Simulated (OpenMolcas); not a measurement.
## Computed transition rates of Tl II

```json
{
 "Program": "OpenMolcas 26.06",
 "Method": "MS-CASPT2, IPEA 0.25 Eh, imaginary shift 0.1 Eh (closed shells correlated: 5d)",
 "Basis": "ANO-R3 [9s8p7d3f2g1h]",
 "Scalar Hamiltonian": "X2C, finite nucleus",
 "Active space": "2 electrons in 4 orbitals (6s 6p)",
 "State averaging": "2S+1 = 3 even, 3 roots; 2S+1 = 1 even, 7 roots; 2S+1 = 3 odd, 3 roots; 2S+1 = 1 odd, 3 roots",
 "Spin-orbit coupling": "RASSI with atomic mean-field integrals over the reference wave functions, term energies averaged over their components"
}
```

Rates come from the transition moments of the reference wave functions (E1 and E2 in the length form). At fixed line strength A goes as λ^-3 for E1 and M1 and as λ^-5 for E2, so a rate at the computed wavelength can be rescaled to the measured one. Measured vacuum wavelengths follow from level energies in NIST Handbook of Basic Atomic Spectroscopic Data. Branching counts decays inside the model space alone, at computed energies, and the table is only a selection of the E2 and M1 lines, drawn from those between levels with measured partners whose computed energy lies within a factor of 1.5 of the measured one.

| Upper | Lower | Type | λ computed (nm) | λ measured (nm) | A computed (s-1) | A rescaled (s-1) | Branching % |
| --- | --- | --- | --- | --- | --- | --- | --- |
| 6s 6p ³P°₂ | 6s 6p ³P°₁ | M1 | 1314 | 1071 | 5.81e+00 | 1.07e+01 | 96.1 |
| 6s 6p ³P°₂ | 6s 6p ³P°₀ | E2 | 953.1 | 814.6 | 1.62e-01 | 3.55e-01 | 2.7 |
| 6s 6p ³P°₂ | 6s 6p ³P°₁ | E2 | 1314 | 1071 | 7.14e-02 | 1.98e-01 | 1.2 |

The largest correction is for 6s 6p ³P°₂ → 6s 6p ³P°₁ (E2): 7.14e-02 × (1314 / 1071)^5 = 1.98e-01 s-1, a factor of 2.78.

No measured rate stands beside these. Rescaling mends the energy factor alone: line strengths can still be far off where a level mixes with configurations outside the active space, and weak or spin-changing lines hang on small mixing coefficients that depend on the term gaps too, so rescaling need not improve them.

Spin-orbit splittings of 6p shells tend to come out small when the coupling is added on scalar orbitals. Measured partners are found by configuration, term and J. A level has none where our copy of the source lacks it or the pairing is in doubt (some pairs that miss far off the trend of their configuration count as doubtful). Only configurations of the active space appear.

° marks odd parity.
